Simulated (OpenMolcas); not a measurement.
Potential curves of BeAl⁻: spin-free states

Computed with OpenMolcas 26.06: state-averaged CASSCF(6,8) over Al 3s 3p, Be 2s 2p, XMS-CASPT2 (IPEA 0.25, imaginary shift 0.2 hartree), scalar X2C, ANO-RCC-VTZP, then RASSI spin–orbit state interaction with atomic mean-field integrals. C2 symmetry about the axis (a holds Σ, Δ, Γ; b holds Π, Φ, H; Σ⁺ and Σ⁻ are not told apart); roots by multiplicity and irrep: 3a 7, 3b 6, 1a 5, 5a 4, 1b 2.

XMS-CASPT2 energies in eV from the lowest point. Curves are followed by energy order within each symmetry, so they are adiabatic and may change character at avoided crossings; Σ⁺ and Σ⁻ are counted together.

| R (Å) | (1)3Σ | (1)3Π | (1)1Δ | (1)1Σ | (1)5Σ |
| --- | --- | --- | --- | --- | --- |
| 1.985 | 0.381 | 1.166 | 0.877 | 1.220 | 1.000 |
| 2.100 | 0.126 | 0.752 | 0.603 | 0.928 | 0.799 |
| 2.204 | 0.025 | 0.542 | 0.481 | 0.790 | 0.751 |
| 2.308 | 0.000 | 0.414 | 0.441 | 0.735 | 0.789 |
| 2.423 | 0.038 | 0.355 | 0.464 | 0.739 | 0.900 |
| 2.539 | 0.119 | 0.344 | 0.538 | 0.785 | 1.058 |
| 2.700 | 0.269 | 0.400 | 0.678 | 0.887 | 1.320 |
| 2.908 | 0.479 | 0.511 | 0.880 | 1.027 | 1.676 |
| 3.231 | 0.772 | 0.694 | 1.179 | 1.201 | 2.193 |
| 3.693 | 1.073 | 0.952 | 1.543 | 1.397 | 2.779 |

Task: With masses 26.982 and 9.012 u, fit the curves (1)3Σ, (1)1Δ, (1)1Σ, (1)5Σ near their minima.

Result: At XMS-CASPT2, Te from the lowest curve (the fit fixes ωe to a per cent or two; the method's Re and ωe can be off by some per cent):

```csv
curve,Te (cm⁻¹),Re (Å),ωe (cm⁻¹)
(1)3Σ,0,2.296,459.2
(1)1Δ,3550,2.321,461.1
(1)1Σ,5890,2.356,414.4
(1)5Σ,6050,2.204,566.9
```

The 5 lowest clean curves are shown; the next is (1)3Δ, from 1.73 eV. Left out for impure symmetry, kinks or missing points, though low: (1)1Π, (2)3Σ, (2)1Σ, (3)1Σ. Only roots inside an energy window near the equilibrium distance were included, so the list of states is not complete; labels number the states computed. Each spin and symmetry block has orbitals of its own, averaged over its own roots, so gaps between blocks are less sure than gaps within one and near the minimum can be off by tenths of an eV, in bad cases by more. No Rydberg orbitals are active, so Rydberg states, and σ→σ* states whose orbital the CASSCF left unused, can be missing between those listed. CASPT2 splits the two components of degenerate states numerically, here by up to 146 cm⁻¹. For an anion, states above the electron-detachment threshold (often below 1 to 3 eV) are held by the basis set and are not bound levels. No roots were computed in block 5b (none fell in the window or the block failed), so states of that kind are missing and can lie low or lowest. Points that failed a check (symmetry, reference weights, a jump) are left out.
